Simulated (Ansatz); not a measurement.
Consider the redistribution: `CC=C([SiH3])[SiH3]` + `CO[SiH](O)F` → `CO[SiH](F)[SiH3]` + `C/C=C(\O)[SiH3]`.

Program: Ansatz. Geometries: PBE0-D4/def2-TZVP. ΔE: electronic, gas phase. CCSD(T)/CBS is the MP2 limit (def2-TZVPP, def2-QZVPP) plus CCSD(T) − MP2 in def2-TZVPP, frozen cores. DFT in def2-TZVPP. One conformer a species, not always the lowest.

| species | PBE energy (Eh) |
| --- | --- |
| `CC=C([SiH3])[SiH3]` | -698.87232 |
| `CO[SiH](O)F` | -580.73285 |
| `CO[SiH](F)[SiH3]` | -796.03218 |
| `C/C=C(\O)[SiH3]` | -483.50940 |

**Question.** Work out ΔE.

**Answer.** ΔE = (-796.03218) + (-483.50940) − (-698.87232) − (-580.73285) = 0.06359 Eh = +167.0 kJ/mol. CCSD(T)/CBS gives +207.8 kJ/mol.

Largest T1 diagnostic among the species: 0.012.

The D4 term adds +6.8 kJ/mol with B3LYP and +3.6 kJ/mol with PBE0; it sums over pairs of atoms, weighted by their polarisabilities, and B3LYP, whose exchange is more repulsive, gets the larger term. From PBE to PBE0 (25 % exact exchange), in def2-TZVPP and without D4, ΔE moves by +14.7 kJ/mol.

B3LYP here is the variant with VWN-RPA as its local correlation; programs differ in this.
